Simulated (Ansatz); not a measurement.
Start from `C[SiH](N)BCl` and change one atom or group to get `C[SiH](N)[GeH2][NH2]`.

Ansatz, PBE0-D4/def2-TZVP geometries, multiplicity 1. Each molecule was computed in one conformer, which needn't be the lowest.

Scalar relativity is left out up to krypton.

```tsv
property	`C[SiH](N)BCl`
HOMO–LUMO gap (B3LYP/def2-TZVPP) / eV	4.82
HOMO–LUMO gap (ωB97M-V/def2-TZVPP) / eV	9.46
HOMO energy (ωB97M-V/def2-TZVPP) / eV	-9.45
LUMO energy (ωB97M-V/def2-TZVPP) / eV	0.02
LUMO energy (PBE0/def2-TZVPP) / eV	-1.99
size of the dipole moment (PBE/def2-TZVPP) / D	1.48
```

Task: What does the change do to each property? (Best estimate.)

Result: Computed: 
| property | `C[SiH](N)[GeH2][NH2]` | shift |
| --- | --- | --- |
| HOMO–LUMO gap (B3LYP/def2-TZVPP) / eV | 6.59 | 1.77 |
| HOMO–LUMO gap (ωB97M-V/def2-TZVPP) / eV | 10.87 | 1.41 |
| HOMO energy (ωB97M-V/def2-TZVPP) / eV | -9.28 | 0.17 |
| LUMO energy (ωB97M-V/def2-TZVPP) / eV | 1.59 | 1.57 |
| LUMO energy (PBE0/def2-TZVPP) / eV | -0.01 | 1.98 |
| size of the dipole moment (PBE/def2-TZVPP) / D | 1.05 | -0.43 |

With PBE0 the HOMO rises by 0.12 eV and the LUMO rises by 1.98 eV, so the gap widens by about 1.86 eV. PBE moves the HOMO by 0.10 eV and ωB97M-V by 0.17 eV. Dipoles are sizes alone; their direction can turn.

Positive LUMOs are unbound, so they and the gaps depend on the basis.

B3LYP here is the variant with VWN-RPA as its local correlation; programs differ in this.
